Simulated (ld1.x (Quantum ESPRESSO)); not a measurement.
## Reading a pseudo-wave (titanium)

Columns: radius, all-electron u(r) and pseudo u(r) of the 3p shell (level -54.76 eV) of titanium in the configuration [Ne] 3s2 3p6 3d2 4s0 4p0; LDA (PZ), scalar-relativistic, PAW scheme, ld1.x (Quantum ESPRESSO) 7.5.

```json
{"r (bohr)": "0.145", "all-electron": "0.5141", "pseudo": "-0.0477"}
{"r (bohr)": "0.290", "all-electron": "0.2941", "pseudo": "-0.1799"}
{"r (bohr)": "0.435", "all-electron": "-0.2509", "pseudo": "-0.3673"}
{"r (bohr)": "0.580", "all-electron": "-0.6955", "pseudo": "-0.5696"}
{"r (bohr)": "0.725", "all-electron": "-0.9446", "pseudo": "-0.7456"}
{"r (bohr)": "0.870", "all-electron": "-1.0293", "pseudo": "-0.8637"}
{"r (bohr)": "1.015", "all-electron": "-1.0061", "pseudo": "-0.9086"}
{"r (bohr)": "1.160", "all-electron": "-0.9236", "pseudo": "-0.8832"}
{"r (bohr)": "1.305", "all-electron": "-0.8146", "pseudo": "-0.8049"}
{"r (bohr)": "1.450", "all-electron": "-0.6994", "pseudo": "-0.6991"}
{"r (bohr)": "1.595", "all-electron": "-0.5889", "pseudo": "-0.5891"}
{"r (bohr)": "1.740", "all-electron": "-0.4888", "pseudo": "-0.4888"}
{"r (bohr)": "1.885", "all-electron": "-0.4011", "pseudo": "-0.4011"}
{"r (bohr)": "2.030", "all-electron": "-0.3262", "pseudo": "-0.3262"}
{"r (bohr)": "2.175", "all-electron": "-0.2634", "pseudo": "-0.2634"}
{"r (bohr)": "2.320", "all-electron": "-0.2114", "pseudo": "-0.2114"}
{"r (bohr)": "2.465", "all-electron": "-0.1688", "pseudo": "-0.1688"}
{"r (bohr)": "2.610", "all-electron": "-0.1341", "pseudo": "-0.1341"}
{"r (bohr)": "2.755", "all-electron": "-0.1062", "pseudo": "-0.1062"}
{"r (bohr)": "2.900", "all-electron": "-0.0838", "pseudo": "-0.0838"}
{"r (bohr)": "3.045", "all-electron": "-0.0660", "pseudo": "-0.0660"}
{"r (bohr)": "3.190", "all-electron": "-0.0517", "pseudo": "-0.0517"}
{"r (bohr)": "3.335", "all-electron": "-0.0405", "pseudo": "-0.0405"}
{"r (bohr)": "3.480", "all-electron": "-0.0316", "pseudo": "-0.0316"}
{"r (bohr)": "3.625", "all-electron": "-0.0247", "pseudo": "-0.0247"}
{"r (bohr)": "3.770", "all-electron": "-0.0192", "pseudo": "-0.0192"}
```

Question: How many radial nodes do the two functions have?

Answer: The all-electron 3p function has n − l − 1 = 1; the pseudo-wave has 0, since the states of the same l below it are removed with the core.

Question: At about which radius was the pseudo-wave matched?

Answer: 1.70 bohr. The columns agree to 0.0005 from 1.45 bohr on; several derivatives are matched, so the curves merge somewhat inside the radius.

Question: Is the pseudo-wave norm-conserving?

Answer: No, it belongs to a PAW set: the norm inside the radius is not constrained, and the difference is carried by the augmentation charge.
